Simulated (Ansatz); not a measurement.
`B/C(O)=C(\O)F` + `BC=C` → `BC(B)=C` + `O/C=C(\O)F`  (formal exchange of groups at a B–C bond)

Isolated molecules relaxed with PBE0-D4/def2-TZVP in Ansatz; ΔE leaves out vibrations. CBS: MP2 limit from def2 TZ/QZ plus the TZ coupled-cluster correction, frozen cores. Double bonds are as drawn, so ΔE can hold a change between cis and trans. Functionals use def2-TZVPP. One conformer a species, not always the lowest.

CCSD(T)/CBS gives +0.43 eV.

Another level gave +0.67 eV. Which?
A. PBE/def2-TZVPP
B. CCSD(T)/def2-TZVPP
C. PBE0-D4/def2-TZVPP
D. CCSD/def2-TZVPP

A. PBE 0.67, PBE0-D4 0.56, CCSD(T)/def2-TZVPP 0.43, CCSD/def2-TZVPP 0.37 eV.

Largest T1 diagnostic among the species: 0.014.

In def2-TZVPP, CCSD(T) changes the Hartree–Fock value by +0.19 eV (the triples alone add +0.06 eV) and MP2 by +0.20 eV. From PBE to PBE0 (25 % exact exchange), in def2-TZVPP and without D4, ΔE moves by −0.12 eV.
